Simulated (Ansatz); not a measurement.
Isolated molecules relaxed with PBE0-D4/def2-TZVP in Ansatz; ΔE leaves out vibrations. CBS: MP2 limit from def2 TZ/QZ plus the TZ coupled-cluster correction, frozen cores. Functionals use def2-TZVPP. HSE06 is defined as in plane-wave codes. Each species was taken in one conformer, which may not be the lowest.

Reaction (substitution at a C–Al bond): `[CH3][AlH][O][SiH3]` + `CC[Si]O` → `CC[Si]OC` + `[AlH2][O][SiH3]`

```tsv
level	ΔE (kJ/mol)
HSE06-D4	106.0
ωB97X-V	99.2
```

Q: What does CCSD(T)/CBS give? (Best estimate.)

A: Ansatz gave: +106.3 kJ/mol. The listed levels differ from it by -0.3, -7.1 kJ/mol.

Largest T1 diagnostic among the species: 0.013.

The D4 term adds −4.1 kJ/mol with B3LYP and −2.3 kJ/mol with PBE0; it sums over pairs of atoms, weighted by their polarisabilities, and B3LYP, whose exchange is more repulsive, gets the larger term. At CCSD(T), def2-SVP lies −19.4 kJ/mol from the extrapolated value and def2-TZVPP −3.6 kJ/mol. In def2-TZVPP, CCSD(T) changes the Hartree–Fock value by +12.7 kJ/mol (the triples alone add +0.6 kJ/mol) and MP2 by +18.3 kJ/mol.

B3LYP here is the variant with VWN-RPA as its local correlation; programs differ in this.
